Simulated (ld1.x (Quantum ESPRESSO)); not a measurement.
# Pseudopotential generation for Cl: TM, LDA (PZ), scalar-relativistic.

The input file (ld1.x (Quantum ESPRESSO) 7.5):

```
&input
   title='Cl', zed=17., rel=1, dft='PZ', iswitch=3,
   config='[Ne] 3s2 3p4.5 3d-2',
   nld=3, rlderiv=1.35, eminld=-4.0, emaxld=5.0, deld=0.02
 /
 &inputp
   pseudotype=2, tm=.true., lloc=-1, rcloc=0.90,
   nlcc=.false.,
   file_pseudopw='Cl.UPF', file_wfcaegen='ae.wfc', file_wfcncgen='nc.wfc', file_beta='beta', file_chi='chi'
 /
3
3S  1  0   2.00   0.00  1.15  1.15  0.0
3P  2  1   4.50   0.00  1.25  1.25  0.0
3D  3  2  -2.00   0.40  1.05  1.05  0.0
 &test
   configts(1)='3s2 3p4.5'
 /
```

Command:

```bash
ld1.x < Cl.in > Cl.out
```

Output (shortened: banner, matrices, multipoles, cross overlaps and the repeated all-electron block are left out):

```
Program LD1 v.7.5
     --------------------------- All-electron run ----------------------------

     Cl
     scalar relativistic calculation

     atomic number is 17.00
     dft =PZ   lsd =0 sic =0 latt =0  beta=0.20 tr2=1.0E-14
     Exchange-correlation= PZ
                           (   1   1   0   0   0   0   0)
     mesh =1157 r(mesh) = 101.16842 a.u. xmin = -7.00 dx = 0.01250
     1 Ry =  13.60569312 eV, c = 137.03599908

     n l     nl                  e(Ry)          e(Ha)          e(eV)
     1 0     1S 1( 2.00)      -201.9860      -100.9930     -2748.1593
     2 0     2S 1( 2.00)       -18.9497        -9.4748      -257.8237
     2 1     2P 1( 6.00)       -14.5338        -7.2669      -197.7423
     3 0     3S 1( 2.00)        -1.9237        -0.9619       -26.1736
     3 1     3P 1( 4.50)        -1.0220        -0.5110       -13.9056

     final scf error:  2.0E-15 reached in  19 iterations

     Etot =    -919.816841 Ry,    -459.908420 Ha,  -12514.745667 eV

     Ekin =     923.271586 Ry,     461.635793 Ha,   12561.749862 eV
     Encl =   -2189.408815 Ry,   -1094.704407 Ha,  -29788.424452 eV
     Eh   =     399.395725 Ry,     199.697863 Ha,    5434.055675 eV
     Exc  =     -53.075337 Ry,     -26.537669 Ha,    -722.126752 eV

     normalization and overlap integrals

     s(1S/1S) =  1.000000  <r> =   0.0912  <r2> =    0.0112  r(max) =   0.0596
     s(2S/2S) =  1.000000  <r> =   0.4459  <r2> =    0.2364  r(max) =   0.3649
     s(2P/2P) =  1.000000  <r> =   0.4076  <r2> =    0.2072  r(max) =   0.3025
     s(3S/3S) =  1.000000  <r> =   1.5137  <r2> =    2.6622  r(max) =   1.2735
     s(3P/3P) =  1.000000  <r> =   1.7696  <r2> =    3.7365  r(max) =   1.4075

     ------------------------ End of All-electron run ------------------------

     --------------------- Generating NC pseudopotential ---------------------

      Generating local potential from pseudized AE potential:
      Matching radius rcloc =   0.9000

      Local pseudo, rcloc= 0.897 Estimated cut-off energy=    29.62 Ry

      Wfc   3S  rcut= 1.152  Using Troullier-Martins method

      Wfc   3P  rcut= 1.242  Using Troullier-Martins method

      Wfc   3D  rcut= 1.043  Using Troullier-Martins method

     ------------------- End of pseudopotential generation -------------------

     Computing logarithmic derivative in   1.34724
     Computing logarithmic derivative in   1.34724
     Computing the partial wave expansion
     R is outside the sphere for l=    0 j= 0.00
     R is outside the sphere for l=    1 j= 0.00
     R is outside the sphere for l=    2 j= 0.00

     ---------------------- Testing the pseudopotential ----------------------

     Cl
     scalar relativistic calculation

     atomic number is 17.00   valence charge is  7.00
     dft =PZ   lsd =0 sic =0 latt =0  beta=0.20 tr2=1.0E-14
     mesh =1157 r(mesh) = 101.16842 xmin = -7.00 dx = 0.01250

     n l     nl             e AE (Ry)        e PS (Ry)    De AE-PS (Ry)
     1 0     3S   1( 2.00)       -1.92373       -1.92374        0.00001
     2 1     3P   1( 4.50)       -1.02204       -1.02204       -0.00000

     eps = 2.4E-18  iter =  6

     Etot =    -919.816841 Ry,    -459.908420 Ha,  -12514.745667 eV
     Etotps =   -29.423667 Ry,     -14.711833 Ha,    -400.329377 eV

     Ekin =      10.492713 Ry,       5.246356 Ha,     142.760630 eV
     Encl =     -63.896314 Ry,     -31.948157 Ha,    -869.353638 eV
     Ehrt =      22.551235 Ry,      11.275618 Ha,     306.825184 eV
     Ecxc =      -5.130182 Ry,      -2.565091 Ha,     -69.799688 eV
     Epseu=       6.558882 Ry,       3.279441 Ha,      89.238133 eV

     ---------------------- End of pseudopotential test ----------------------
```

Generation and configuration tests took about 1.4 s on one core of a shared server CPU.
